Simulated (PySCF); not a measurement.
Spectrum to structure. Theory: PySCF 2.14.0, density-fitted response routines, TDDFT PBE0/def2-SVPD, vertical, gas phase, core orbitals frozen in the response. Geometries: GFN2-xTB, one conformer each.

```tsv
state	E (eV)	f
S1	4.16	0.0004
S2	5.24	0.553
S3	5.66	0.0002
S4	5.78	0.030
S5	5.78	0.0014
S6	6.46	0.0031
```

Orbital energies (eV): HOMO-3 -8.05, HOMO-2 -7.92, HOMO-1 -7.35, HOMO -6.81, LUMO -1.45, LUMO+1 0.47, LUMO+2 0.88.

Question: Which structure fits? All have the formula C8H8.
A. `C(C#C)CC=C=C=C`
B. `C#CC=C=CCC=C`
C. `C#CC#CCCC=C`

Answer: A. Its S1, at 4.16 eV, is the lowest among the candidates; the nearest of the others has S1 at 4.77 eV. S1 is HOMO-1→LUMO (95%). Löwdin shares by element: HOMO carbon 82% or more (atoms not listed hold the other 18%); LUMO carbon 81% or more (atoms not listed hold the other 19%). At the same level the other candidates give, for their lowest levels:
- `C#CC=C=CCC=C`: 5.24 eV (f 0.020); 5.41 eV (f 0.001); 5.64 eV (f 0.157); 5.64 eV (f 0.294); 6.28 eV (f 0.009); T1 3.62 eV; HOMO -6.98, LUMO -0.76 eV
- `C#CC#CCCC=C`: 4.77 eV (f 0.000); 4.97 eV (f 0.002); 4.98 eV (f 0.000); 6.50 eV (f 0.157); 6.55 eV (f 0.001); T1 3.81 eV; HOMO -7.15, LUMO -0.52 eV

Shape of the structure used: `[CH:1]#[C:2][CH2:3][CH2:4][CH:5]=[C:6]=[C:7]=[CH2:8]`: C2–C3–C4–C5 -65°, C3–C4–C5–C6 -117°.
Triplets come from the Tamm–Dancoff approximation.
